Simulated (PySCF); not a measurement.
F₃Sb, SMILES [F][Sb]([F])[F] (connectivity only; charge and spin as stated), charge +1, multiplicity 2. Geometry: B3LYP-D3(BJ)/def2-SVP. The spin state was assumed, not searched. The isomer is the one that the SMILES or the coordinates give; other isomers of the formula were not compared. The def2 effective core potentials stand for the cores of Sb; spin–orbit coupling is left out.

The numbers are results of PySCF with B3LYP-D3(BJ)/def2-SVP, not measurements.

Harmonic wavenumbers (cm⁻¹): 154, 154, 176, 635, 654, 654. Rotational constants (GHz): 4.660, 4.660, 2.914; symmetry number 3.

Problem. Work out the zero-point energy and the ideal-gas rigid-rotor harmonic-oscillator thermochemistry at 298.15 K and 1 atm.

Solution. ZPE = ½ Σ hcν = ½ × 2427 cm⁻¹ = 3.47 kcal/mol. H − E(el) = 7.27 kcal/mol. Entropy in cal/(mol K): translation 41.45, rotation 23.85, vibration 8.73, spin 1.38, total 75.41. G − E(el) = -15.21 kcal/mol. Cp = 16.41 cal/(mol K).
